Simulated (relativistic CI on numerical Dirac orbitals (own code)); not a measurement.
## What each ingredient does to the levels of Ho⁴³⁺

Base calculation: Dirac-Coulomb-Breit CI, separate exchange-only KLI orbitals for each configuration, a model potential for QED, unscaled Slater integrals.

Configurations in the expansion (outside the closed core [Ne]): 3s2.3p6.3d6, 3s2.3p5.3d7, 3s2.3p4.3d8, 3s.3p6.3d7, 3p6.3d8, 3s.3p5.3d8, 3s2.3p6.3d5.4s, 3s2.3p6.3d5.4p, 3s2.3p4.3d7.4s, 3s2.3p6.3d5.4d, 3s2.3p4.3d7.4p, 3s2.3p5.3d6.4s, 3s2.3p6.3d5.4f, 3s2.3p4.3d7.4d, 3s.3p5.3d7.4s, 3s2.3p5.3d6.4p, 3s2.3p5.3d6.4d, 3s2.3p6.3d4.4s2, 3s.3p6.3d6.4s, 3p6.3d7.4s, 3p6.3d7.4p, 3s2.3p6.3d5.5s, 3p6.3d7.4d, 3s.3p6.3d5.4s2. Levels of other configurations are missing.

Variants: (1) configuration mixing switched off. Shifts of the energy above 3s2.3p6.3d6 3F_4, in eV, for the lowest level and the first level of each name with at least 55 % of one term (blank where a level changes its place among those of its configuration and J or its character, or is not in the variant):

```csv
Level,Base,Δ(1)
3s2.3p6.3d6 3F_4,0.000,0.000
3s2.3p6.3d6 5D_3,36.714,-0.309
3s2.3p6.3d6 3G_5,46.367,-0.732
3s2.3p6.3d6 3H_6,46.516,-1.113
3s2.3p6.3d6 3P_1,65.162,+0.741
3s2.3p6.3d6 5D_2,79.156,+0.094
3s2.3p6.3d6 5D_0,81.972,+0.171
3s2.3p6.3d6 3H_5,89.004,-0.852
3s2.3p6.3d6 1I_6,92.438,-1.260
3s2.3p6.3d6 1D_2,130.718,+1.415
3s2.3p6.3d6 1S_0,144.431,+1.920
3s2.3p5.3d7 5G°_6,318.335,-1.428
3s2.3p5.3d7 3P°_0,328.225,+0.026
3s2.3p5.3d7 3D°_3,329.010,-0.286
3s2.3p5.3d7 5G°_5,361.834,-1.242
3s2.3p5.3d7 3I°_7,381.880,-1.451
```

At this charge energies of transitions that change n are usually good to better than 1 %, and those within a shell (Δn = 0) to a few per cent.

Ionisation energy from the two ground configurations alone: base 3476.03 eV. The NIST ASD value (theoretical) is 3476 eV.

LS names give the leading component of a level, which can be under half, so a name can repeat, a term be missing and a line seem to break the LS rules.
